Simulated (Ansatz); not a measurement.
Ideal-gas functions of C₂H₃ClCuN, SMILES `CC#[N+][Cu-][Cl]` at 400 K and 1 bar, from an Ansatz frequency run at PBE0-D4/def2-TZVP.

Molar mass 140.05 g/mol, point group C3v (symmetry number 3), electronic degeneracy 1, moments of inertia 3.189, 592.222, 592.223 u Å². Harmonic wavenumbers (cm⁻¹, unscaled): 53, 53, 179, 179, 292, 410, 411, 437, 988, 1046, 1046, 1399, 1454, 1454, 2414, 3069, 3152, 3153.

Use S(trans) = R[1.5 ln M + 2.5 ln T − 1.1517]; rotational temperatures θ = 24.2544 K / I; S(rot) = R[ln(√π/σ · √(T³/θAθBθC)) + 1.5]; for each mode x = 1.438777 ν̃/T, S = R[x/(eˣ − 1) − ln(1 − e⁻ˣ)] and H = RT x/(eˣ − 1); 1 cm⁻¹ = 0.0119627 kJ/mol; R = 8.31446 J/(mol·K).

By hand: the entropy, in J/(mol·K).

Translation 176.6. Rotation: θ = 7.6056, 0.041, 0.041 K, giving 100.9. Vibration, mode by mode: 22.11, 22.11, 12.12, 12.12, 8.28, 5.80, 5.78, 5.36, 1.11, 0.94, 0.94, 0.33, 0.28, 0.28, 0.01, 0.00, 0.00, 0.00, in all 97.6. Electronic 0.0. Sum 375.1 J/(mol·K).

By hand: H − E and G − E in kJ/mol, counted from the electronic energy.

Zero-point energy ½ × 21189 × 0.0119627 = 126.7; thermal vibration 18.2; translation, rotation and pV give 4 RT = 13.3. H − E = 158.2 kJ/mol, and G − E = 158.2 − 400 × 375.1/1000 = 8.2 kJ/mol.

Vibration gives 26 % of the entropy, 44.2 J/(mol·K) of it from the modes under 150 cm⁻¹: soft modes count most, and the harmonic formula is weakest for them.
